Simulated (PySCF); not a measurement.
All values below come from r2SCAN-D4/def2-TZVP (PySCF). Gas-phase values, no solvent. Delta-SCF ions had no search for a lower state. Excitations are Tamm–Dancoff values on a coarser integration grid. The basis has no diffuse functions, so Rydberg states are missing or too high.

Reference species (SMILES): `O1C=C1` (neutral, multiplicity 1).

```
Quantity                                   Value
--------------------------------------  --------
HOMO                                    -4.59 eV
vertical ionisation energy (Delta-SCF)   8.51 eV
HOMO–LUMO gap                            3.38 eV
T1 excitation (TDA)                      2.32 eV
```

Changed species: `C#CO`.

What does the change do to the HOMO, vertical ionisation energy (Delta-SCF), HOMO–LUMO gap and T1 excitation (TDA)?

the HOMO falls by 1.62 eV, to -6.21 eV; the vertical ionisation energy (Delta-SCF) goes up by 1.33 eV, to 9.84 eV; the HOMO–LUMO gap rises by 3.06 eV, to 6.44 eV; the T1 excitation (TDA) rises by 3.39 eV, to 5.71 eV.
